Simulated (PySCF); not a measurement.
These are PBE-D3(BJ)/def2-TZVP // r2SCAN-D4/def2-SVP in PySCF values and carry that method's errors. Isolated molecules, 0 K electronic values unless said otherwise. One relaxed conformer stands for a flexible species; it need not be the lowest. 

Reference species: [Zr(Br)4] (neutral, multiplicity 1).

```
Item                   Result
-------------------  --------
LUMO                 -3.61 eV
coordination number         4
```

Changed species: [Zr(NH2)4] (0 of 4 NH2 replaced by Br; the reference has 4 of 4 NH2 replaced by Br).

Problem. What does the change do to the LUMO and coordination number?

Solution. the LUMO rises by 2.79 eV, to -0.82 eV; the coordination number hardly moves.
